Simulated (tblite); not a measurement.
Species: C4H4F3P.
Structure used (GFN2-xTB), in Å, numbered top down from 1:
```xyz
12
C4H4F3P angstrom
F     -1.7086   -0.0812   -1.3864
C     -1.4239    0.6074   -0.2699
F     -1.8837    1.8532   -0.4627
F     -2.1725    0.0720    0.7071
C      0.0539    0.5897    0.0587
C      0.5498   -0.8487    0.2717
C      1.9610   -0.8592    0.5829
P      3.4760   -0.8322    0.9128
H      0.2055    1.1852    0.9612
H      0.5878    1.0616   -0.7686
H      0.3681   -1.4366   -0.6354
H     -0.0122   -1.3118    1.0909
```

Computed values, GFN2-xTB/tblite, gas phase, harmonic and unscaled. This tight-binding method is rough: wavenumbers can miss measured ones by several per cent, in bad cases by 10 to 20. One conformer, not necessarily the lowest.

Harmonic wavenumbers (cm⁻¹): 48.6, 83.5, 86.3, 170.2, 260.9, 334.6, 335.3, 405.5, 475.6, 502.5, 588.4, 783.0, 819.7, 863.3, 949.7, 1051.6, 1052.1, 1064.7, 1162.5, 1186.6, 1236.9, 1251.4, 1328.5, 1438.2, 1444.2, 1746.9, 2923.6, 2941.2, 2997.6, 3001.2.

A = 4803, B = 628.0, C = 619.5 MHz; mass 140.000 u (most abundant isotopes); point group Cs, symmetry number 1.

Problem. Zero-point energy?

Solution. ½Σν̃ = 16267 cm⁻¹ = 46.51 kcal/mol.

Problem. Entropy at 350 K, 1 bar (ideal gas, RRHO, classical rotation)?

Solution. Translation 41.54, rotation 30.01, vibration 26.72: S = 98.3 cal/(mol K).

Problem. And Cp and H(350 K) − H(0)?

Solution. Cp = 33.41 cal/(mol K), of which vibrations give 25.46 (their classical limit is 30 R = 59.6); H(350 K) − H(0) = 7.52 kcal/mol without the zero-point energy, 4.74 from vibrations.

Problem. Which modes carry the vibrational entropy at 350 K?

Solution. 48.6 cm⁻¹: 5.19; 83.5 cm⁻¹: 4.12; 86.3 cm⁻¹: 4.06; 170.2 cm⁻¹: 2.74; 260.9 cm⁻¹: 1.94; 334.6 cm⁻¹: 1.50 cal/(mol K); the other 24 give 7.17 together.

Problem. How do the functions run with temperature in this model?

Solution. 
```csv
T (K),S (cal/(mol K)),Cp (cal/(mol K)),H − H(0) (kcal/mol),G − H(0) (kcal/mol),ln q(vib)
100,68.9,16.5,1.22,-5.67,1.52
200,82.5,23.6,3.23,-13.27,3.63
300,93.4,30.3,5.93,-22.08,5.65
500,111.6,41.4,13.16,-42.64,9.48
800,133.4,51.2,27.20,-79.53,14.71
1000,145.3,55.1,37.85,-107.43,17.85
```

q(vib) and H(0) count from the zero-point level.

Problem. What must be added to the electronic energy to get the Gibbs energy at 350 K and 1 bar?

Solution. ZPE + [H(350 K) − H(0)] − T·S = 46.51 + 7.52 − 34.40 = 19.63 kcal/mol.

Hindered rotation and anharmonicity are outside this model. Other conformers, if any are populated, would add a mixing term that is left out.
